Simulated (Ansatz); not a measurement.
Reaction (redistribution): `O[CH2][AlH][Cl]` + `BCBCC#C` → `C#C[CH2][AlH][CH2]O` + `BCBCl`

Calculated with Ansatz (gas phase, PBE0-D4/def2-TZVP geometries, no zero-point term in ΔE). CCSD(T)/CBS adds triple-zeta CCSD(T) − MP2 to the extrapolated MP2 energy (def2 sets, frozen cores). Functionals use def2-TZVPP. B3LYP here is the variant with VWN-RPA as its local correlation; programs differ in this. Each species was taken in one conformer, which may not be the lowest.

CCSD(T)/CBS gives +0.82 eV.

Problem. Another level gave +0.76 eV. Which?
A. B3LYP-D4/def2-TZVPP
B. PBE0/def2-TZVPP
C. PBE0-D4/def2-TZVPP
D. PBE-D4/def2-TZVPP

Solution. A. B3LYP-D4 0.76, PBE0 0.99, PBE-D4 1.15, PBE0-D4 1.04 eV.

Largest T1 diagnostic among the species: 0.016.

In def2-TZVPP, CCSD(T) changes the Hartree–Fock value by +0.75 eV (the triples alone add +0.15 eV) and MP2 by +0.84 eV. From PBE to PBE0 (25 % exact exchange), in def2-TZVPP and without D4, ΔE moves by −0.09 eV.
